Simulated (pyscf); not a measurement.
## `[CH3][CH2][Zn][F]`, singlet

Gas-phase minimum from PySCF at ωB97X-D3(BJ)/def2-SVP, one conformer. 

```xyz
9

C     -0.9357    -0.8128     1.0173
C     -1.4528    -0.5786    -0.4087
Zn    -0.5122     0.8055    -1.3753
F      0.3454     2.0569    -2.2475
H     -1.0172     0.0934     1.6399
H     -1.5030    -1.6084     1.5306
H      0.1242    -1.1163     1.0266
H     -1.3854    -1.5105    -0.9968
H     -2.5248    -0.3156    -0.3880
```

Bonds (Å): C1–C2 1.535, C1–H5 1.102, C1–H6 1.104, C1–H7 1.103, C2–Zn3 1.933, C2–H8 1.104, C2–H9 1.104, Zn3–F4 1.750. Angles (°): C2–C1–H5 112.0, C2–C1–H6 111.6, C2–C1–H7 111.9, H5–C1–H6 107.0, H5–C1–H7 107.0, H6–C1–H7 107.0, C1–C2–Zn3 114.2, C1–C2–H8 110.2, C1–C2–H9 110.3, Zn3–C2–H8 108.0, Zn3–C2–H9 108.1, H8–C2–H9 105.7, C2–Zn3–F4 179.8.

Properties at ωB97X-D3(BJ)/def2-SVP:

| Property | Result |
|---|---|
| Harmonic wavenumbers, unscaled | 96, 123, 248, 249, 531, 643, 712, 949, 977, 1056, 1238, 1258, 1412, 1450, 1485, 1493, 3052, 3074, 3123, 3133, 3147 cm⁻¹ |
| Zero-point energy | 42.1 kcal/mol |
| Rotational symmetry number | 1 |
| Entropy of this conformer at 298 K and 1 atm, rigid rotor and harmonic oscillator, modes under 100 cm⁻¹ raised to 100 | 322.9 J/(mol K) |
| Dipole moment | 2.47 D |

Single-point totals, which compare only within one level:

```tsv
level	total energy (hartree)
ωB97X-D3(BJ)/def2-TZVP	-1958.58072
PBE/def2-TZVP	-1958.08993
r²SCAN/def2-TZVP	-1958.45849
B3LYP-D3(BJ)/def2-TZVP	-1958.63192
PBE0-D3(BJ)/def2-TZVP	-1958.12363
M06-2X/def2-TZVP	-1958.45873
ωB97M-D3(BJ)/def2-TZVP	-1958.62927
```

Soft torsions are taken as harmonic, which can shift the entropy by several J/(mol K). Elements up to Kr have no core potential and no relativistic terms here.
